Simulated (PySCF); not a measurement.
TeF3, SMILES F[Te](F)F, multiplicity 2. Coordinates come from a PBE-D3(BJ)/def2-SVP optimisation. The spin state was assumed, not searched. The isomer is the one that the SMILES or the coordinates give; other isomers of the formula were not compared. The def2 effective core potentials stand for the cores of Te; spin–orbit coupling is left out.

Give the equilibrium geometry at PBE-D3(BJ)/def2-SVP (PySCF confirms it by a frequency run) as a Z-matrix, and its point group. (Estimate from the structure and the level; the computed values follow.)

point group C2v.
```
Te
F 1 1.9353
F 1 1.9963 2 85.99
F 1 1.9963 2 85.99 3 180.00
```
Charge 0, spin multiplicity 2.
